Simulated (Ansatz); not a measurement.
`C[Se][SiH](F)Cl` + `[GeH3][S][GeH3]` → `F[SiH](Cl)[S][GeH3]` + `C[Se][GeH3]`  (redistribution)

Isolated molecules relaxed with PBE0-D4/def2-TZVP in Ansatz; ΔE leaves out vibrations. CBS: MP2 limit from def2 TZ/QZ plus the TZ coupled-cluster correction, frozen cores. Functionals use def2-TZVPP. B3LYP here is the variant with VWN-RPA as its local correlation; programs differ in this. For Ge, Se outer-core shells are correlated without core-valence functions, which leaves a few kJ/mol of doubt a bond. Scalar relativity is left out up to krypton. One conformer a species, not always the lowest.

`C[Se][SiH](F)Cl`:

```xyz
9

C     0.558    0.410    1.441
Se   -1.014    1.000    0.429
Si   -0.669   -0.385   -1.301
F    -1.798   -0.078   -2.375
Cl    1.156   -0.087   -2.172
H     0.526    0.955    2.382
H     0.507   -0.659    1.640
H     1.466    0.661    0.897
H    -0.731   -1.816   -0.940
```

`[GeH3][S][GeH3]`:

Cartesian coordinates in Å:
```
Ge 0.225 0.176 1.657
S -0.258 1.473 -0.081
Ge -0.241 -0.087 -1.662
H -0.859 -0.902 1.823
H 0.262 1.103 2.878
H 1.590 -0.498 1.443
H -1.295 -1.162 -1.348
H -0.575 0.636 -2.972
H 1.150 -0.739 -1.739
```

`F[SiH](Cl)[S][GeH3]`:

Cartesian coordinates in Å:
```
F 1.554 0.393 -2.644
Si 1.104 0.191 -1.136
Cl 1.476 1.930 -0.129
S -0.938 -0.293 -1.164
Ge -1.234 -0.325 1.057
H 1.949 -0.852 -0.528
H 0.067 -0.804 1.716
H -2.374 -1.320 1.290
H -1.605 1.082 1.536
```

`C[Se][GeH3]`:

```xyz
9

C    -1.504   -0.624    0.074
Se    0.219   -1.359   -0.491
Ge    1.484    0.573   -0.087
H    -1.468   -0.332    1.121
H    -2.234   -1.422   -0.055
H    -1.780    0.223   -0.552
H     2.933    0.239   -0.465
H     1.391    0.964    1.399
H     0.958    1.738   -0.944
```

```json
{"level": "r2SCAN-D4", "ΔE (kJ/mol)": "-15.0"}
{"level": "B3LYP-D4", "ΔE (kJ/mol)": "-14.7"}
{"level": "CAM-B3LYP-D4", "ΔE (kJ/mol)": "-14.9"}
{"level": "PBE-QIDH", "ΔE (kJ/mol)": "-14.9"}
{"level": "RPA@PBE/def2-TZVPP", "ΔE (kJ/mol)": "-13.6"}
{"level": "MP2/def2-SVP", "ΔE (kJ/mol)": "-13.1"}
{"level": "HF/CBS(def2)", "ΔE (kJ/mol)": "-13.5"}
{"level": "MP2/CBS(def2)", "ΔE (kJ/mol)": "-14.0"}
```

(1) What does CCSD(T)/CBS give? (Best estimate.)

Largest T1 diagnostic among the species: 0.011.

Results:

(1) Ansatz gave: -13.6 kJ/mol. The listed levels differ from it by -1.4, -1.1, -1.3, -1.3, 0.0, 0.5, 0.1, -0.4 kJ/mol.

Leaving LDA and LC-ωPBE aside and taking each functional with its dispersion term where it has one, the values, not all of them listed here, spread over 2.1 kJ/mol, from ωB97M-V to B97M-V.
